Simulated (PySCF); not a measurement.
Run record: excited-state job, `C=C/P=C(\F)C(C)C`.

Computed with TDDFT CAM-B3LYP/def2-SVPD, vertical, gas phase, core orbitals frozen in the response (PySCF 2.14.0, density-fitted response routines). Geometry: GFN2-xTB. The command runs a driver script over a list of jobs; the input below is this job's line of settings and its coordinates in Å.

Command:
```bash
OMP_NUM_THREADS=1 python probes_run.py task.json out
```

Input:
```
{"job": {"kind": "uv", "xc": "CAM-B3LYP", "basis": "def2-SVPD", "nstates": 8, "ntriplets": 3}, "charge": 0, "multiplicity": 1}
C      4.045545     0.019761    -0.077015
C      2.771368    -0.077173     0.285493
P      1.429899     0.256694    -0.881801
C      0.077552    -0.010915     0.087429
F      0.169836    -0.377685     1.388807
C     -1.330124     0.132280    -0.399685
C     -2.066866    -1.205171    -0.287545
C     -2.057615     1.219528     0.396230
H      4.849814    -0.178552     0.613489
H      4.331117     0.300938    -1.078187
H      2.501865    -0.359991     1.294485
H     -1.274331     0.428231    -1.453285
H     -3.085148    -1.104076    -0.654841
H     -1.558585    -1.968114    -0.873451
H     -2.101623    -1.528777     0.750524
H     -1.542718     2.172506     0.294295
H     -2.092744     0.954217     1.450788
H     -3.076001     1.332617     0.032640
```

Output:
```
coarse grid: 15432 points
cycle   1  E = -675.1457621785  dE =  9.518e-01  |g| = 5.142e-01  |ddm| = 6.875e+00
cycle   2  E = -675.1236532265  dE =  2.211e-02  |g| = 6.527e-01  |ddm| = 1.513e+00
cycle   3  E = -675.2069400292  dE = -8.329e-02  |g| = 7.235e-02  |ddm| = 8.691e-01
cycle   4  E = -675.2081296364  dE = -1.190e-03  |g| = 4.261e-02  |ddm| = 1.889e-01
cycle   5  E = -675.2086120773  dE = -4.824e-04  |g| = 1.119e-02  |ddm| = 8.242e-02
cycle   6  E = -675.2086420772  dE = -3.000e-05  |g| = 4.574e-03  |ddm| = 2.317e-02
cycle   7  E = -675.2086478684  dE = -5.791e-06  |g| = 1.083e-03  |ddm| = 9.768e-03
final grid: 144504 points
cycle   8  E = -675.3090804370  dE = -4.259e-05  |g| = 4.866e-03  |ddm| = 8.631e-02
cycle   9  E = -675.3090798147  dE =  6.223e-07  |g| = 5.559e-03  |ddm| = 1.533e-02
cycle  10  E = -675.3090860384  dE = -6.224e-06  |g| = 6.428e-04  |ddm| = 6.833e-03
cycle  11  E = -675.3090861263  dE = -8.798e-08  |g| = 2.778e-04  |ddm| = 1.263e-03
cycle  12  E = -675.3090861466  dE = -2.029e-08  |g| = 7.908e-05  |ddm| = 7.462e-04
cycle  13  E = -675.3090861485  dE = -1.842e-09  |g| = 3.770e-05  |ddm| = 1.845e-04
cycle  14  E = -675.3090861489  dE = -4.641e-10  |g| = 1.010e-05  |ddm| = 1.140e-04
converged SCF energy = -675.3090861489

Static polarisability (au): isotropic 106.835, principal 78.125 84.437 157.942

Singlet excitations
state   eV       nm        f      main configurations
  1   4.8519    255.5   0.50073   H->L 0.96
  2   5.0332    246.3   0.00674   H-1->L 0.98
  3   5.9427    208.6   0.00089   H->L+3 0.46, H->L+1 0.31, H->L+7 0.10
  4   6.2772    197.5   0.02133   H->L+2 0.90, H-2->L 0.09
  5   6.3775    194.4   0.00133   H-3->L 0.90
  6   6.5015    190.7   0.03112   H->L+1 0.54, H->L+3 0.24, H->L+6 0.12
  7   6.9123    179.4   0.12366   H-2->L 0.87, H->L+2 0.08
  8   7.1674    173.0   0.00927   H-1->L+2 0.81

Triplet excitations (Tamm-Dancoff, eV): 2.4713 4.3011 4.3453
```

The SCF starts on a coarse grid where the log names one; the energy can jump when the final grid takes over, and dE then counts from the start density on the new grid. H and L stand for HOMO and LUMO; the number after each pair is its weight.

**Question.** Give S1 in cm⁻¹ and kJ/mol.

**Answer.** 4.8519 eV × 8065.54 = 39133 cm⁻¹; × 96.485 = 468.1 kJ/mol.

**Question.** Give the mean polarisability as a volume in Å³, and the ratio of the largest to the smallest principal value.

**Answer.** 106.835 au × 0.148185 = 15.83 Å³; 157.942/78.125 = 2.02.

Main results: HOMO -7.77 eV, LUMO -0.46 eV; lowest singlet 4.85 eV; lowest triplet 2.47 eV (Tamm–Dancoff); mean polarisability 106.8 au.

Hardware: Arm Neoverse V2, one thread, on a shared host. Cost: 57 s of wall time, 1.2 GiB resident at most.

One conformer stands for the species.
Labels such as C1 count atoms from 1, the log's own numbers from 0.
